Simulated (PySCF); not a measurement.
SbF₂, SMILES [F][Sb+][F] (connectivity only; charge and spin as stated), charge +1, multiplicity 1.

The structure is a stationary point at B3LYP-D3(BJ)/def2-TZVP. The spin state was assumed, not searched. The isomer is the one that the SMILES or the coordinates give; other isomers of the formula were not compared. The def2 effective core potentials stand for the cores of Sb; spin–orbit coupling is left out.

Calculation: PySCF 2.14.0 with IEF-PCM-M06-2X/def2-SVP.

The values are the electrostatic part of the solvation free energy, E(continuum) − E(gas) at the gas-phase geometry, in a cavity of scaled van der Waals radii (PySCF's table); cavitation and dispersion terms are not included. A continuum can't describe solvent molecules that bind to the metal. In vacuum the orbital gap is 8.72 eV.

```
solvent             ε  ΔG(elec) (kcal/mol)  gap (eV)
--------------  -----  -------------------  --------
water           78.36                    ?         ?
diethylether     4.24                -58.0      8.92
ethylethanoate   5.99                -63.6      8.95
```

**Question.** Some entries are withheld; supply them. (An estimate is asked for; the answer gives what the named calculation found.)

**Answer.** 
- water, ΔG(elec) (kcal/mol): -76.6
- water, gap (eV): 9.01
